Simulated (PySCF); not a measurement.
## Polarisability and C₆ of Cr⁺ (chromium, charge +1)

[Ar] 3d5, high-spin 6S determinant. Computed with PySCF 2.14 in x2c-TZVPPall with one added diffuse shell each of s, p, d, f type (7s6p5d3f1g, 80 functions), with scalar relativity by spin-free X2C-1e. Coupled (time-dependent) response in atomic units; α is the mean over directions.

| method | mean α (bohr³) | C₆ (like pair) | S(−4) |
| --- | --- | --- | --- |
| revPBE | 14.97 | 56.51 | 306.1 |
| M06-L | 17.97 | 69.10 | 425.3 |

S(−4) is the Cauchy moment in α(ω) = α(0) + S(−4) ω² + …

α(iu) at M06-L:

```
u (hartree)  α(iu) (bohr³)
          0          17.97
     0.0500          16.99
      0.100          14.76
      0.200          10.44
      0.300          7.758
      0.500          5.069
      0.750          3.529
       1.00          2.701
       1.50          1.807
       2.00          1.313
       3.00         0.7787
       5.00         0.3587
```

For an ion, C₆ is the dispersion term alone; charge-induced terms of lower order in 1/R come first.
